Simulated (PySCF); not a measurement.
## PBE beside CCSD(T) along group 14: bonds to O

PBE and CCSD(T) in PySCF with def2-TZVPPD on every atom (core potentials on Sn), for the lowest determinant that a PBE0 search found; no spin–orbit coupling.

| molecule | state (unpaired electrons) | PBE Re (Å) | PBE ωe (cm⁻¹) | PBE De (eV) | CCSD(T) Re (Å) | CCSD(T) ωe (cm⁻¹) | CCSD(T) De (eV) |
| --- | --- | --- | --- | --- | --- | --- | --- |
| CO | singlet (closed shell) | 1.137 | 2128 | 11.65 | 1.135 | 2150 | 10.91 |
| SiO | singlet (closed shell) | 1.529 | 1195 | 8.50 | 1.523 | 1221 | 7.97 |
| GeO | singlet (closed shell) | 1.648 | 955 | 7.35 | ? | ? | ? |
| SnO | singlet (closed shell) | 1.848 | 803 | 6.19 | 1.839 | 819 | 5.57 |

Question: Estimate the CCSD(T) values of GeO by adding the mean shift from PBE to CCSD(T) of the other rows, and compare with the calculation.

Answer: The mean shifts are -0.6 pm, +21 cm⁻¹ and -0.63 eV, which give 1.642 Å, 976 cm⁻¹ and 6.72 eV. CCSD(T)/def2-TZVPPD gives Re = 1.638 Å, ωe = 977 cm⁻¹, De = 6.78 eV.

Question: What are the mean differences of PBE from CCSD(T) over the whole series?

Answer: Re +0.7 pm, ωe -22 cm⁻¹, De +0.61 eV.

In a basis of this size CCSD(T) is itself not converged; it tends to give bonds that are too long and too weak.

Correlated steps freeze the inner cores (2 to 10 orbitals); shallow outer-core shells are correlated. These are scalar-relativistic numbers at best; spin–orbit coupling would shift them, the dissociation energy most. Where the molecule has an RHF reference, its open-shell atoms are computed with UHF. The CCSD T1 diagnostic is raised in GeO, SiO, SnO, a sign that a single reference may not be enough there.
